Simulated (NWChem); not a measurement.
System meant: C$_{3}$H$_{7}$NSi; SMILES C[SiH2]CC#N

The following NWChem deck was run.

```
start job
memory heap 200 mb stack 900 mb global 1100 mb
geometry units angstroms noautoz
  C      0.342063     2.492618     0.000000
  Si    -0.517860     0.814391     0.000000
  C      0.801940    -0.583428     0.000000
  C      0.197462    -1.908227     0.000000
  N     -0.321478    -2.948022     0.000000
  H     -0.396748     3.302102     0.000000
  H      0.973609     2.618746     0.886795
  H      0.973609     2.618746    -0.886795
  H     -1.363972     0.646387    -1.209555
  H     -1.363972     0.646387     1.209555
  H      1.445196    -0.475505     0.882434
  H      1.445196    -0.475505    -0.882434
end
basis spherical
  * library def2-svp
end
dft
  xc b3lyp
  iterations 4
  mulliken
end
task dft energy
```

End of the output:

```
    Atom       Charge   Shell Charges
 -----------   ------   -------------------------------------------------------
    1 C    6     6.24   1.96  0.59  0.33  1.90  1.41  0.05
    2 Si  14    13.43   2.00  1.93  0.65  0.31  5.82  1.32  1.08  0.32
    3 C    6     6.23   1.96  0.59  0.32  1.94  1.34  0.07
    4 C    6     6.04   1.97  0.64  0.31  1.86  1.16  0.11
    5 N    7     7.09   1.98  0.86  0.59  2.08  1.53  0.05
    6 H    1     0.96   0.63  0.26  0.07
    7 H    1     0.96   0.63  0.27  0.07
    8 H    1     0.96   0.63  0.27  0.07
    9 H    1     1.10   0.65  0.42  0.02
   10 H    1     1.10   0.65  0.42  0.02
   11 H    1     0.94   0.62  0.25  0.07
   12 H    1     0.94   0.62  0.25  0.07

 center of mass
 --------------
 x =  -0.03504763 y =  -0.19790354 z =   0.00000000

 moments of inertia (a.u.)
 ------------------
        1049.012470264731          -0.000000000000           0.000000000000
          -0.000000000000         123.698616269434           0.000000000000
           0.000000000000           0.000000000000        1129.118197983157

     Multipole analysis of the density
     ---------------------------------

     L   x y z        total         alpha         beta         nuclear
     -   - - -        -----         -----         ----         -------
     0   0 0 0      0.000000    -23.000000    -23.000000     46.000000

     1   1 0 0      0.731721      0.365860      0.365860      0.000000
     1   0 1 0      1.705078      0.852539      0.852539      0.000000
     1   0 0 1      0.000000      0.000000      0.000000      0.000000

     2   2 0 0    -28.308799    -48.451331    -48.451331     68.593863
     2   1 1 0     -1.971165     -1.549863     -1.549863      1.128560
     2   1 0 1      0.000000      0.000000      0.000000      0.000000
     2   0 2 0    -37.552347   -299.478150   -299.478150    561.403953
     2   0 1 1     -0.000000     -0.000000     -0.000000      0.000000
     2   0 0 2    -28.533022    -25.080117    -25.080117     21.627211

 ------------------------------------------------------------------------
 dft energy failed                                                                                  0
 ------------------------------------------------------------------------
 ------------------------------------------------------------------------
  current input line :
    25: task dft energy
 ------------------------------------------------------------------------
 ------------------------------------------------------------------------
 This type of error is most commonly associated with calculations not reaching convergence criteria
 ------------------------------------------------------------------------
 For more information see the NWChem manual at https://nwchemgit.github.io

0:dft energy failed:Received an Error in Communication
```

Can this run be used? If not, why, and what is the fix?

Convergence was not reached. Cause: the SCF was allowed too few iterations. This input runs:
```
start job
memory heap 200 mb stack 900 mb global 1100 mb
geometry units angstroms noautoz
  C      0.342063     2.492618     0.000000
  Si    -0.517860     0.814391     0.000000
  C      0.801940    -0.583428     0.000000
  C      0.197462    -1.908227     0.000000
  N     -0.321478    -2.948022     0.000000
  H     -0.396748     3.302102     0.000000
  H      0.973609     2.618746     0.886795
  H      0.973609     2.618746    -0.886795
  H     -1.363972     0.646387    -1.209555
  H     -1.363972     0.646387     1.209555
  H      1.445196    -0.475505     0.882434
  H      1.445196    -0.475505    -0.882434
end
basis spherical
  * library def2-svp
end
dft
  xc b3lyp
  iterations 150
  mulliken
end
task dft energy
```
It converges to -462.57403 Ha (B3LYP/def2-SVP).
